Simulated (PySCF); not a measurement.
Parent: `[O:1]=[CH:2][SiH3:3]`, CH4OSi.

Level of theory: PBE0-D3(BJ)/def2-SVP geometry optimisation, gas phase in PySCF. One conformer each, not checked by frequencies here.

```
coordinate of the parent    value
                   O1=C2  1.205 Å
                  C2–Si3  1.937 Å
               O1–C2–Si3   120.1°
```

How does the shared frame change in `[O:1]=[CH:2][SiH2:3][O:4][SiH3:5]` with O1–C2–Si3–O4 -1°, C2–Si3–O4–Si5 1°, CH6O2Si2? Atoms pair as O1 = O1, C2 = C2, Si3 = Si3 (parent first).

```csv
parent,relative,value in the relative,change
O1=C2,O1=C2,1.209 Å,+0.004
C2–Si3,C2–Si3,1.928 Å,-0.009
O1–C2–Si3,O1–C2–Si3,118.4°,-1.7
```

Of the parent's bonds, C2–Si3 changes most (-0.009 Å). Bonds of the relative outside the shared frame: Si3–O4 1.643, O4–Si5 1.671 Å.
